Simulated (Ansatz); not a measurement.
A nudged elastic band was laid between two geometries of Cl3HHfO + H2 (8 atoms, charge 0, multiplicity 1).

Level of theory: RKS PBE0-D4/def2-SVP in Ansatz.

```json
{
  "movable images": "5",
  "climbing image": "yes",
  "spring": "5.0 eV/Å²",
  "optimiser": "quadratic models (default)",
  "start path": "through a guess of the saddle point",
  "force threshold": "0.03 eV/Å",
  "iteration limit": "60",
  "end points": "relaxed"
}
```

Initial state:

```xyz
8
Properties=species:S:1:pos:R:3
Hf -0.245 0.245 -0.064
O -0.436 0.230 1.814
H -0.545 0.240 2.764
Cl 2.023 0.424 -0.640
Cl -1.387 2.110 -0.903
Cl -1.184 -1.701 -0.978
H 1.574 -2.543 1.203
H 1.260 -2.273 1.842
```

Final state:

```xyz
8
Properties=species:S:1:pos:R:3
Hf 0.388 -0.142 -0.124
O -0.410 -0.608 1.998
H -1.156 -1.223 2.053
Cl 1.631 -0.232 -2.099
Cl -0.074 2.134 0.207
Cl -1.365 -1.694 -0.584
H 1.823 -0.672 0.895
H 0.224 -0.830 2.692
```

Q: Which bonds break or form, and what moves?

A: Bonds broken: H7–H8. Bonds formed: Hf1–H7, O2–H8. Cl3HHfO + H2 becomes Cl3H3HfO.

Q: Give the energies along the band, and the barrier.

A: The run converged. The highest image is number 4 of 0 to 6, 1.34 eV above the first end and 0.49 eV above the last; the last end lies 0.84 eV above the first. Neighbouring images differ by up to 1.3 eV, so the band resolves the path poorly. A vibrational analysis at the climbing image gives one clearly imaginary mode, 1103i cm⁻¹: a first-order saddle point. The orbitals stay closed-shell, which can raise the energy where a bond breaks towards radicals; this wasn't checked here.

```csv
image,path coordinate (Å),energy (eV),H7–H8 (Å),Hf1–H7 (Å),O2–H8 (Å)
0,0.00,0.00,0.76,3.56,3.02
1,1.88,0.01,0.76,3.89,3.51
2,3.76,0.01,0.76,3.89,3.45
3,5.64,0.05,0.76,3.12,2.46
4,7.52,1.34,1.05,2.00,1.20
5,8.26,0.94,1.78,1.86,0.97
6,8.99,0.84,2.41,1.84,0.97
```

Q: What is the geometry of the highest image?

A: 
```xyz
8
Properties=species:S:1:pos:R:3
Hf 0.151 -0.146 0.003
O -0.463 -0.579 1.988
H -0.972 -1.316 2.347
Cl 1.875 -0.631 -1.516
Cl -0.364 2.113 -0.257
Cl -1.500 -1.607 -0.821
H 1.594 -0.463 1.352
H 0.738 -0.640 1.941
```

The band took 37 iterations and roughly 14 core-minutes.

The run took 7.2 min on 2 threads of Intel(R) Xeon(R) 6975P-C (Granite Rapids), on a shared host, peak memory 0.31 GiB.
